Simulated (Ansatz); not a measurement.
Geometry optimisation, RKS B3LYP/def2-SVP (Ansatz 0.2.0).

Input file:

```yaml
crystal:
  periodic: [false, false, false]
  atoms:
    - { symbol: Hf, position_ang: [0.0, 0.0, 0.0] }
    - { symbol: F, position_ang: [0.0, 0.0, 1.98] }
    - { symbol: Cl, position_ang: [2.3764, 0.0, -0.8392] }
    - { symbol: F, position_ang: [-0.9326, 1.6157, -0.6593] }
    - { symbol: F, position_ang: [-0.9326, -1.6157, -0.6593] }
basis:
  gaussian: { orbitals: def2-SVP }
hamiltonian:
  xc: b3lyp
relax:
  f_tol: 0.02
  max_steps: 40
```

Run as:

```bash
$ ansatz run input.yaml --threads 2 --pin off --max-ram 3072MiB --backend cpu --events-out ev --progress --plain --runs-dir out
```

Where does it end, and by what steps?

The forces met the threshold. After 3 steps the energy has fallen by 0.417 eV; Cl3 moved furthest, 0.13 Å.

| step | energy less start (eV) | largest force component (eV/Å) | accepted |
| --- | --- | --- | --- |
| 0 | 0.0000 | 2.050 | yes |
| 1 | -0.3277 | 1.736 | yes |
| 2 | -0.4165 | 0.091 | yes |
| 3 | -0.4169 | 0.013 | yes |

```xyz
5
Properties=species:S:1:pos:R:3
Hf 0.027 0.000 -0.009
F 0.008 0.000 1.898
Cl 2.252 0.000 -0.795
F -0.888 1.551 -0.636
F -0.888 -1.551 -0.636
```

Whether the end is a true minimum wasn't checked by a vibrational analysis.

The run took 10 s on 2 threads of Intel(R) Xeon(R) 6975P-C (Granite Rapids) (shared host), peak memory 0.21 GiB.
